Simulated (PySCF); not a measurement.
SMILES Cc1ccccc1[Si](Cl)(Cl)Cl (GFN2-xTB optimised geometry):

```
18

C     -2.056    -2.015    -0.002
C     -1.274    -0.738     0.000
C     -1.951     0.474     0.001
C     -1.274     1.679     0.001
C      0.109     1.686     0.000
C      0.797     0.488     0.000
C      0.130    -0.738     0.000
Si     1.142    -2.338     0.006
Cl     0.776    -3.436     1.674
Cl     3.123    -1.910    -0.019
Cl     0.747    -3.479    -1.625
H     -3.123    -1.809     0.011
H     -1.811    -2.619     0.869
H     -1.829    -2.602    -0.890
H     -3.032     0.471     0.001
H     -1.824     2.609     0.002
H      0.652     2.619     0.000
H      1.876     0.503     0.000
```

Calculation: PBE0/def2-SVP (PySCF 2.14.0).

What are the frontier orbital energies and the dipole moment?

HOMO-2 -8.92 eV, HOMO-1 -7.71 eV, HOMO -7.37 eV, LUMO -1.01 eV, LUMO+1 -0.29 eV; dipole moment 2.18 D.

Meta-Löwdin charges at PBE0/def2-SVP: C1 -0.32, C2 0.05, C3 -0.12, C4 -0.09, C5 -0.11, C6 -0.09, C7 -0.25, Si8 0.89, Cl9 -0.25, Cl10 -0.25, Cl11 -0.25, H12 0.11, H13 0.12, H14 0.12, H15 0.11, H16 0.11, H17 0.11, H18 0.11.
